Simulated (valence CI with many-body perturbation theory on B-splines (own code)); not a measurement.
**Zn²⁴⁺: electric-dipole lines**

Computed by relativistic CI+MBPT: four valence electrons over a frozen Dirac-Fock core [He], radial functions for each j: 11 s, 11 p, 10 d, 8 f, 5 g, 2 h, with the one-electron correlation potential Σ1, the two-electron term Σ2, the three-electron term Σ3, Breit, model QED; selected CI, second order for the rest, scaled by the run's own slope (own B-spline code, finite nucleus).

No measured spectrum was set against this ion. As an estimate, levels of excited configurations hold to 0.05 to 0.15 % of their energy, terms of the ground configuration to about 0.5 %. Among the levels kept, up to 1000 cm⁻¹ of a level comes from second order outside the variational space, and about a tenth of that is noise between levels of different J, which matters for small intervals.

Lines 201 to 250 of 536 in falling wavelength, among levels below 1618.9 eV, chosen from the strongest by gf and those to the six lowest levels. Wavelengths and rates use the calculated energies, so an error of 700 cm⁻¹ moves a line at 89.75 Å by 0.063 % and its rate by three times that or more. Electric multipoles are in the length gauge, E1 and E2 with the static RPA response of the core. Weak lines are less certain than strong ones. Lines between different terms over intervals too small for the method are left out, as are lines whose strength nearly cancels. The highest levels of a list are the least certain.

Names give the largest LS component (configuration and term), which can be under half, so a name can repeat, a term be missing and a line seem to break the LS rules; names also repeat where a configuration has a term twice. Letters in brackets count levels of one name in rising energy.

```csv
λ vac (Å),Upper,Lower,A (s⁻¹),S (a.u.) with core polarisation,S without
89.75,2s 2p2 3p 3D°_2 [d],2s2 2p 3p 3P_2,4.65e+10,8.29e-02,8.32e-02
89.71,2s 2p3 1P°_1,2s2 2p2 1S_0,2.39e+10,2.56e-02,2.57e-02
89.58,2s 2p2 3s 1P_1,2s2 2p 3s 1P°_1,7.44e+10,7.92e-02,7.95e-02
89.38,2s 2p2 3p 3P°_2 [c],2s2 2p 3p 3D_3,5.24e+10,9.24e-02,9.27e-02
89.11,2s 2p2 3d 1D_2 [b],2s2 2p 3d 3D°_3,2.33e+10,4.06e-02,4.07e-02
89.04,2p3 3p 3P_2 [a],2s2 2p 3d 1F°_3,2.26e+10,3.94e-02,3.95e-02
88.98,2s 2p2 3p 3D°_1 [c],2s2 2p 3p 3P_1 [b],3.84e+10,4.00e-02,4.01e-02
88.65,2s 2p2 3s 3P_2 [b],2s2 2p 3s 3P°_2,5.91e+10,1.02e-01,1.02e-01
88.49,2s 2p2 3d 3P_1 [c],2s2 2p 3d 3P°_2 [b],4.39e+10,4.51e-02,4.52e-02
88.30,2s 2p2 3d 3D_3 [e],2s2 2p 3d 3F°_4,3.20e+10,7.61e-02,7.63e-02
88.25,2s 2p2 3d 3D_2 [e],2s2 2p 3d 3D°_3,1.82e+10,3.09e-02,3.10e-02
87.56,2p3 3s 1P°_1,2s 2p2 3s 1D_2,2.88e+10,2.87e-02,2.87e-02
87.38,2s 2p2 3p 1P°_1 [b],2s2 2p 3p 1D_2,2.80e+10,2.76e-02,2.77e-02
87.03,2s 2p2 3d 1D_2 [c],2s2 2p 3d 1F°_3,4.11e+10,6.69e-02,6.71e-02
84.96,2p3 3s 3P°_2,2s 2p2 3s 3D_3,1.76e+10,2.67e-02,2.68e-02
82.59,2s 2p3 3S°_1,2s2 2p2 3P_2,8.44e+10,7.04e-02,7.06e-02
79.46,2s 2p3 3P°_1,2s2 2p2 3P_0,4.86e+09,3.61e-03,3.62e-03
78.87,2s 2p3 1P°_1,2s2 2p2 1D_2,9.29e+10,6.74e-02,6.77e-02
78.66,2s 2p3 3S°_1,2s2 2p2 3P_1,2.83e+10,2.04e-02,2.05e-02
77.06,2s 2p3 1D°_2,2s2 2p2 3P_2,1.33e+10,1.51e-02,1.51e-02
71.14,2p4 3P_2,2s 2p3 5S°_2,5.25e+09,4.66e-03,4.68e-03
69.99,2s 2p3 3S°_1,2s2 2p2 3P_0,1.09e+10,5.54e-03,5.56e-03
64.96,2s 2p3 1P°_1,2s2 2p2 3P_1,8.71e+09,3.53e-03,3.55e-03
9.755,2p3 3s 1P°_1,2p4 1S_0,2.81e+12,3.87e-03,3.86e-03
9.733,2p3 3s 1D°_2,2p4 1D_2,4.40e+12,1.00e-02,9.97e-03
9.716,2p3 3s 3D°_1,2p4 3P_1,3.16e+12,4.28e-03,4.27e-03
9.714,2s 2p2 3s 1D_2,2s 2p3 1D°_2,2.44e+12,5.51e-03,5.49e-03
9.652,2s2 2p 3s 1P°_1,2s2 2p2 1S_0,1.52e+12,2.02e-03,2.01e-03
9.650,2s 2p2 3s 1P_1,2s 2p3 1P°_1,3.73e+12,4.96e-03,4.95e-03
9.618,2s 2p2 3s 3P_1 [a],2s 2p3 3D°_2,3.71e+12,4.89e-03,4.87e-03
9.608,2s 2p2 3s 3D_2,2s 2p3 3P°_2,1.90e+12,4.15e-03,4.13e-03
9.595,2s 2p2 3s 3P_2 [a],2s 2p3 3D°_3,2.95e+12,6.44e-03,6.41e-03
9.590,2s 2p2 3s 3D_1,2s 2p3 3P°_1,2.33e+12,3.04e-03,3.03e-03
9.560,2p3 3s 3D°_2,2p4 3P_2,2.07e+12,4.46e-03,4.45e-03
9.536,2s2 2p 3s 3P°_2,2s2 2p2 1D_2,1.17e+12,2.50e-03,2.49e-03
9.534,2s2 2p 3s 3P°_1,2s2 2p2 3P_2,2.64e+12,3.39e-03,3.37e-03
9.528,2s2 2p 3p 3S_1,2s 2p3 5S°_2,2.34e+11,3.00e-04,2.99e-04
9.511,2s2 2p 3s 1P°_1,2s2 2p2 1D_2,4.04e+12,5.14e-03,5.12e-03
9.510,2p3 3s 3D°_3,2p4 3P_2,2.79e+12,8.30e-03,8.28e-03
9.499,2s 2p2 3s 5P_1,2s 2p3 5S°_2,2.62e+12,3.32e-03,3.31e-03
9.489,2s2 2p 3s 3P°_0,2s2 2p2 3P_1,3.94e+12,1.66e-03,1.66e-03
9.485,2p3 3s 3P°_2,2p4 1D_2,1.78e+12,3.74e-03,3.73e-03
9.484,2s 2p2 3s 1P_1,2s 2p3 1D°_2,4.55e+12,5.75e-03,5.72e-03
9.482,2s 2p2 3d 3P_1 [a],2s 2p3 3S°_1,2.49e+12,3.15e-03,3.15e-03
9.479,2s2 2p 3s 3P°_1,2s2 2p2 3P_1,6.94e+11,8.75e-04,8.71e-04
9.460,2p3 3s 1P°_1,2p4 1D_2,2.75e+12,3.45e-03,3.44e-03
9.425,2s 2p2 3d 3P_0 [a],2s 2p3 3S°_1,7.37e+12,3.04e-03,3.05e-03
9.421,2s 2p2 3s 3P_2 [b],2s 2p3 3S°_1,1.53e+12,3.15e-03,3.14e-03
9.408,2p3 3s 3P°_2,2p4 3P_1,2.26e+12,4.64e-03,4.63e-03
9.402,2s 2p2 3s 5P_2,2s 2p3 5S°_2,2.79e+12,5.73e-03,5.71e-03
```
